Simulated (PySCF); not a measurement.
**A series of related molecules**

Method: TDDFT B3LYP/def2-SVPD circular dichroism and optical rotation, one conformer, gas phase in PySCF 2.14.0. Geometry: GFN2-xTB.

Each molecule in one low-energy conformer. The parent is C[C@@H]1[Se]C[C@@H]1C=O.

The molecule is flexible and this is one conformer; a measurement averages over conformers. The calculation is non-relativistic, which matters for the atoms heavier than Zn.

**Question.** How does the specific rotation at 589.3 nm (origin-invariant length gauge) change along this series?
- C[C@@H]1[Se]C[C@@H]1C=O (base)
- C[C@H]1[Se]C[C@@H]1C=O (diastereomer)

**Answer.** 
| molecule | [α]589 (deg dm⁻¹ (g/mL)⁻¹) | S1 (eV) | R(S1), velocity form (10⁻⁴⁰ esu² cm²) |
| --- | --- | --- | --- |
| C[C@@H]1[Se]C[C@@H]1C=O | +42.5 | 3.51 | +0.7 |
| C[C@H]1[Se]C[C@@H]1C=O | -193.2 | 3.28 | +2.5 |

The specific rotation at 589.3 nm (origin-invariant length gauge) is lowest for C[C@H]1[Se]C[C@@H]1C=O and highest for C[C@@H]1[Se]C[C@@H]1C=O.
